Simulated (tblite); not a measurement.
Compound: C6H4O4.
Geometry (GFN2-xTB, Å), atoms numbered from 1 in this order:
```xyz
14
C6H4O4 angstrom
O     -2.7412    1.0372   -0.6926
C     -2.7016    0.0176   -0.0804
O     -1.6308   -0.6537    0.3484
C     -0.3275   -0.2565    0.1452
C      0.6397   -1.1625    0.6910
C      1.9419   -0.8565    0.5386
O      2.3767    0.2320   -0.0831
C      1.5003    1.1569   -0.6347
O      1.9697    2.1179   -1.1797
C      0.0874    0.8632   -0.4949
H     -3.5892   -0.5547    0.2398
H      0.3120   -2.0502    1.2000
H      2.7501   -1.4728    0.9080
H     -0.5883    1.5816   -0.9278
```

Computed values, GFN2-xTB/tblite, gas phase, harmonic and unscaled. Against measured fundamentals such values can be off by several per cent, at times by over 20. One conformer, not necessarily the lowest.

Harmonic wavenumbers (cm⁻¹): 26.9, 148.7, 155.5, 168.5, 294.4, 312.5, 401.0, 441.4, 482.3, 538.4, 630.1, 689.8, 719.4, 777.2, 809.4, 859.8, 867.2, 878.1, 934.3, 967.7, 1059.5, 1083.4, 1130.5, 1153.0, 1221.7, 1259.9, 1361.0, 1374.2, 1543.2, 1629.9, 1766.4, 1799.1, 2830.9, 3073.5, 3136.5, 3152.5.

A = 2638, B = 1001, C = 725.7 MHz; mass 140.011 u (most abundant isotopes); point group Cs, symmetry number 1.

Problem. Zero-point energy?

Solution. ½Σν̃ = 19839 cm⁻¹ = 237.32 kJ/mol.

Problem. What is S at 273.15 K and 1 bar for an ideal gas of classical rigid rotors and harmonic oscillators?

Solution. Translation 168.67, rotation 122.37, vibration 84.09: S = 375.1 J/(mol K).

Problem. And Cp and H(273.15 K) − H(0)?

Solution. Cp = 127.05 J/(mol K), of which vibrations give 93.79 (their classical limit is 36 R = 299.3); H(273.15 K) − H(0) = 21.26 kJ/mol without the zero-point energy, 12.17 from vibrations.

Problem. What must be added to the electronic energy to get the Gibbs energy at 273.15 K and 1 bar?

Solution. ZPE + [H(273.15 K) − H(0)] − T·S = 237.32 + 21.26 − 102.46 = 156.12 kJ/mol.

Problem. Blend soft modes into free rotors: weight 1/[1 + (100 cm⁻¹/ν̃)⁴] for the oscillator and the rest for a rotor with moment μB/(μ + B), μ = h/(8π²ν), B = 10⁻⁴⁴ kg m². What vibrational entropy results?

Solution. 76.47 J/(mol K) in place of 84.09, which changes −T·S at 273.15 K by +2.08 kJ/mol.

Hindered rotation and anharmonicity are outside this model. Other conformers, if any are populated, would add a mixing term that is left out.
